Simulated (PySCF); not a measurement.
PySCF input file for CH5FO2Si2, SMILES O1[SiH2]CO[Si@@H]1F, IEF-PCM-M06-2X/def2-SVP. The structure is a stationary point at B3LYP-D3(BJ)/def2-SVP. The structure was generated by enumeration; whether it is a known compound was not checked. Other conformers were not sampled.

```python
import numpy as np
from pyscf import gto, scf, dft
from pyscf.solvent import pcm

mol = gto.M(
    atom='''
    F     2.23445590   -0.19964031   -0.48086739
    Si    0.99467780   -0.19900571    0.55672815
    O     0.23451054    1.27480088    0.56341669
    C    -1.02796935    1.37741994   -0.11807093
    Si   -1.60254806   -0.42596852   -0.49958739
    O    -0.19541433   -1.21313154   -0.00114938
    H     1.53112867   -0.56518631    1.87313886
    H    -1.73410086    1.92441347    0.52826363
    H    -0.90342590    1.97317812   -1.03940878
    H    -2.76408673   -0.87109801    0.31626964
    H    -1.87438833   -0.67277976   -1.94014067
    ''',
    basis='def2-SVP',
    charge=0,
    spin=0,
    max_memory=1600,
    verbose=3,
)
mf = dft.RKS(mol, xc='m06-2x').density_fit(auxbasis='def2-universal-jkfit')
mf.grids.level = 4
mf.conv_tol = 1e-9
mf.max_cycle = 100
mf.kernel()
res = {}
for name, eps in {'water': 78.355, '1-octanol': 9.8629, 'dichloromethane': 8.93}.items():
    s = mf.PCM()
    s.with_solvent.method, s.with_solvent.eps, s.with_solvent.lebedev_order = 'IEF-PCM', eps, 29
    s.kernel(mf.make_rdm1())
    res[name] = (s.e_tot, eps, s.dip_moment(), s.mo_energy, s.converged)
    print(f'{name}: electrostatic solvation free energy {(s.e_tot - mf.e_tot) * 627.509474:.3f} kcal/mol')
```

Output:

```
converged SCF energy = -870.018517146719

WARN: PCM is an experimental feature. It is still in testing.
Features and APIs may be changed in the future.

converged SCF energy = -870.025297876033
Dipole moment(X, Y, Z, Debye): -2.88704,  0.67032,  0.15925
water: electrostatic solvation free energy -4.255 kcal/mol

WARN: PCM is an experimental feature. It is still in testing.
Features and APIs may be changed in the future.

converged SCF energy = -870.02434492832
Dipole moment(X, Y, Z, Debye): -2.81855,  0.64693,  0.15670
1-octanol: electrostatic solvation free energy -3.657 kcal/mol

WARN: PCM is an experimental feature. It is still in testing.
Features and APIs may be changed in the future.

converged SCF energy = -870.024238281747
Dipole moment(X, Y, Z, Debye): -2.81084,  0.64435,  0.15647
dichloromethane: electrostatic solvation free energy -3.590 kcal/mol
```

The calculation finished and met its thresholds.
